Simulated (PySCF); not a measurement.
Atomic charges against the basis set

CH5F3OSi2.
Structure used (PBE0-D3(BJ)/def2-SVP), in Å, numbered top down from 1:
```xyz
12
CH5F3OSi2 angstrom
F     -2.1569    0.4163   -0.7374
C     -1.7058    0.0259    0.4633
F     -2.7540   -0.4442    1.1535
F     -1.2705    1.1321    1.0967
Si    -0.2866   -1.2731    0.3120
O      0.9640   -0.5387   -0.4609
Si     1.8021    0.8819   -0.7042
H      0.0783   -1.6843    1.6945
H     -0.7910   -2.4196   -0.4851
H      0.9059    1.8947   -1.3315
H      2.9443    0.5808   -1.6096
H      2.3095    1.4002    0.5995
```

PBE0 throughout (PySCF), one geometry, spherical d and f functions. Isolated species at its PBE0-D3(BJ)/def2-SVP geometry (one conformer only). Atoms taken as equivalent share a column and are averaged.

Mulliken charges (e):

```tsv
basis	functions	F1/F3/F4	C2	Si5	O6	Si7	H8/H9	H10/H11/H12
STO-3G	48	-0.125	+0.152	+0.708	-0.535	+0.664	-0.119	-0.125
6-31G	81	-0.276	+0.489	+1.008	-0.968	+0.855	-0.105	-0.116
pcSseg-0	81	-0.328	+0.436	+1.183	-1.040	+0.809	-0.067	-0.089
6-31G*	116	-0.297	+0.701	+0.658	-0.675	+0.590	-0.073	-0.079
cc-pVDZ	131	-0.176	+0.360	+0.513	-0.516	+0.441	-0.053	-0.055
def2-SVP	131	-0.197	+0.337	+0.682	-0.588	+0.576	-0.079	-0.086
aug-cc-pVDZ	214	-0.459	+1.201	+0.035	-1.029	-0.227	+0.321	+0.252
6-311+G(2d,p)	235	-0.280	+0.484	+0.933	-0.997	+0.677	-0.042	-0.058
def2-TZVP	259	-0.164	+0.358	+0.326	-0.396	+0.281	-0.009	-0.020
cc-pVTZ	288	-0.164	+0.352	+0.326	-0.337	+0.266	-0.020	-0.025
IGLO-III	313	-0.198	+0.302	+0.914	-0.665	+0.865	-0.159	-0.168
```

IAO charges (e):

| basis | functions | F1/F3/F4 | C2 | Si5 | O6 | Si7 | H8/H9 | H10/H11/H12 |
| --- | --- | --- | --- | --- | --- | --- | --- | --- |
| STO-3G | 48 | -0.151 | +0.197 | +0.833 | -0.707 | +0.774 | -0.121 | -0.134 |
| 6-31G | 81 | -0.260 | +0.473 | +0.848 | -0.796 | +0.699 | -0.084 | -0.092 |
| pcSseg-0 | 81 | -0.256 | +0.464 | +0.858 | -0.797 | +0.695 | -0.089 | -0.091 |
| 6-31G* | 116 | -0.279 | +0.534 | +0.967 | -0.857 | +0.836 | -0.126 | -0.130 |
| cc-pVDZ | 131 | -0.277 | +0.534 | +0.953 | -0.853 | +0.826 | -0.123 | -0.127 |
| def2-SVP | 131 | -0.278 | +0.530 | +0.970 | -0.851 | +0.844 | -0.129 | -0.133 |
| aug-cc-pVDZ | 214 | -0.284 | +0.544 | +0.960 | -0.860 | +0.827 | -0.120 | -0.125 |
| 6-311+G(2d,p) | 235 | -0.285 | +0.535 | +0.995 | -0.879 | +0.862 | -0.129 | -0.134 |
| def2-TZVP | 259 | -0.287 | +0.543 | +1.004 | -0.883 | +0.873 | -0.133 | -0.137 |
| cc-pVTZ | 288 | -0.285 | +0.545 | +0.990 | -0.876 | +0.858 | -0.129 | -0.134 |
| IGLO-III | 313 | -0.286 | +0.539 | +1.003 | -0.882 | +0.870 | -0.131 | -0.136 |

Some averages cover members that differ in this geometry, most widely: H8/H9, Mulliken in aug-cc-pVDZ +0.298 to +0.343; H10/H11/H12, Mulliken in aug-cc-pVDZ +0.239 to +0.274 e.

**Question.** Which scheme is steadiest as the basis changes?

**Answer.** Largest range over the bases for any column: IAO 0.35 e, Mulliken 1.15 e. IAO charges move least and Mulliken charges most, counted in e. Without the minimal STO-3G basis the ranges are IAO 0.18, Mulliken 1.15 e.

**Question.** How much do the charges still move between the two largest bases, cc-pVTZ and IGLO-III?

**Answer.** At most, over all atoms: Mulliken 0.599 e, IAO 0.014 e.

**Question.** What do the same runs give for the total energy, the frontier levels and the dipole moment?

**Answer.** 
| basis | energy (Eh) | HOMO (eV) | LUMO (eV) | μ (D) |
| --- | --- | --- | --- | --- |
| STO-3G | -981.7038 | -3.77 | 5.71 | 1.07 |
| 6-31G | -994.0205 | -8.71 | -0.20 | 1.57 |
| pcSseg-0 | -992.5933 | -8.86 | -0.18 | 1.71 |
| 6-31G* | -994.2181 | -8.69 | -0.08 | 1.37 |
| cc-pVDZ | -994.2722 | -8.73 | -0.09 | 1.48 |
| def2-SVP | -993.7652 | -8.86 | -0.05 | 1.57 |
| aug-cc-pVDZ | -994.3101 | -8.93 | -0.67 | 1.75 |
| 6-311+G(2d,p) | -994.4267 | -9.03 | -0.69 | 1.79 |
| def2-TZVP | -994.4793 | -8.99 | -0.50 | 1.71 |
| cc-pVTZ | -994.4559 | -8.93 | -0.37 | 1.62 |
| IGLO-III | -994.4825 | -9.00 | -0.40 | 1.76 |

The dipole is fixed by the density alone, so its range of 0.72 D shows that the density itself changes with the basis, not only its division among atoms.
